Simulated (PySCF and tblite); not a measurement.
Results of a calculation; reference values are marked as such.
C4H12Cl2Si2, numbered as in [CH3:1][Si:2]([CH3:3])([Cl:4])[Si:5]([CH3:6])([CH3:7])[Cl:8]. Search: ETKDG, MMFF94s, GFN2-xTB, 60 starts; geometries at GFN2-xTB. Weights use PBE0-D3(BJ)/pcSseg-1 (IEF-PCM, chloroform) energies plus GFN2-xTB zero-point and thermal terms (modes under about 100 cm⁻¹ blended into free rotors). Symmetry numbers and mirror images are counted. Conformers within 3 kcal/mol (GFN2-xTB free energy) were kept, 10 at most. GIAO shieldings: PBE0/pcSseg-1 (IEF-PCM, chloroform). Shifts are against TMS (¹H), TMS (¹³C), TMS (²⁹Si) at the same level. Run with PySCF (density fitting) and tblite.

Torsions listed: Cl4–Si2–Si5–Cl8. Of a mirror pair one member is shown.

```tsv
conformer	shape	point group	mirror pair	ΔE(DFT)	Δ(G−E) at 200 K	δ Si2/Si5 (ppm)
1	180°	C2h	no	0.00	0.00	19.3
2	68°	C2	yes	0.82	0.09	20.7
```

Energies in kcal/mol; the thermal term leaves out symmetry numbers and mirror images.

Question: Work out the weights at 200 K and the ²⁹Si shift of Si2/Si5 under fast exchange.

Answer: RT = 0.397 kcal/mol. Each conformer gets RT ln(σ/g), with σ the rotational symmetry number and g = 2 for a mirror pair: 1: σ = 2, g = 1, G = 0.00 + 0.00 + 0.28 = 0.28, 0.00 above the lowest, exp(−ΔG/RT) = 1.000; 2: σ = 2, g = 2, G = 0.82 + 0.09 + 0.00 = 0.91, 0.64 above the lowest, exp(−ΔG/RT) = 0.201. The sum is 1.201, so the weights are 83.3, 16.7 %. The averaged shift is 19.6 ppm. At 298.15 K it is 19.7 ppm. At 298.15 K the leading conformer alone gives 19.3 ppm and bare DFT energies give 19.6 ppm.

Unscaled ²⁹Si shifts at such levels can be off by tens of ppm; differences between conformers or isomers are more reliable.


Conformer gaps in pcSseg-1 on xTB geometries can be 2 kcal/mol off for S=O, P=O and other polar bonds.